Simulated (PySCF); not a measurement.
Krypton: a sound run and one with changed settings

Sound run: Kr [Kr], Kr⁺ [Ar] 3d10 4s2 4p5. Computed with PySCF 2.14 in pcseg-2 (6s5p3d1f, 43 functions), with the non-relativistic Hamiltonian (point nucleus). The sound run starts from symmetry-adapted Hartree-Fock orbitals and uses a fine grid where one is needed.

Changed run: 26 angular points. This setting is unsound on purpose.

```json
{"species": "Kr", "method": "UHF", "sound run (hartree)": "-2752.02415", "changed run (hartree)": "-2752.02415", "converged": "yes"}
{"species": "Kr", "method": "TPSS", "sound run (hartree)": "-2753.69458", "changed run (hartree)": "-2753.69458", "converged": "yes"}
{"species": "Kr", "method": "BP86", "sound run (hartree)": "-2754.09153", "changed run (hartree)": "-2754.09153", "converged": "yes"}
{"species": "Kr⁺", "method": "UHF", "sound run (hartree)": "-2751.54303", "changed run (hartree)": "-2751.54303", "converged": "yes"}
{"species": "Kr⁺", "method": "TPSS", "sound run (hartree)": "-2753.17569", "changed run (hartree)": "-2753.17581", "converged": "yes"}
{"species": "Kr⁺", "method": "BP86", "sound run (hartree)": "-2753.56993", "changed run (hartree)": "-2753.56984", "converged": "yes"}
```

Ionisation energy of Kr:

```json
{"method": "UHF", "sound run (eV)": "13.092", "changed run (eV)": "13.092"}
{"method": "TPSS", "sound run (eV)": "14.120", "changed run (eV)": "14.117"}
{"method": "BP86", "sound run (eV)": "14.193", "changed run (eV)": "14.196"}
```

A coarse angular grid integrates products of high-l functions wrongly, so density functionals can shift, and the SCF can exploit the error; Hartree-Fock and MP2 need no grid.

For comparison, NIST gives 14.000 eV between the lowest levels.
